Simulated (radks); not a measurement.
Polarisability of the molybdenum ion Mo6+, [Kr], at imaginary frequency. Method: non-relativistic Kohn-Sham, LDA (Slater exchange, Perdew-Wang correlation), spin-polarised, spherical densities, point nucleus; relativity is left out, which matters for an element this heavy; computed with a radial shooting solver on a logarithmic mesh with Libxc functionals. Response by self-consistent Sternheimer equations with the Hartree and adiabatic LDA kernel.

w (hartree)  alpha1(iw) (bohr^3)  alpha2(iw) (bohr^5)
0.00266                    1.831                2.712
0.0143                     1.831                2.712
0.0360                     1.830                2.711
0.0697                     1.828                2.710
0.118                      1.824                2.707
0.186                      1.814                2.700
0.280                      1.792                2.684
0.413                      1.750                2.653
0.605                      1.666                2.589
0.892                      1.508                2.460
1.35                       1.237                2.202
2.12                      0.8528                1.732
3.59                      0.4558                1.051
6.94                      0.1830               0.4121
17.5                     0.05031              0.08337

Static values: alpha1 = 1.831 bohr^3 (0.2713 angstrom^3; uncoupled 2.936), alpha2 = 2.712 bohr^5, alpha3 = 7.963 bohr^7. C6 = 5.093, C8 = 44.25, triple-dipole C9 = 6.786 atomic units. One-pole (London) frequency 4 C6 / (3 alpha1^2) = 2.026 hartree, against 4.288 for minus the highest occupied eigenvalue. The dipole shielding factor is 0.857, as the force sum rule N/Z = 0.857 demands.
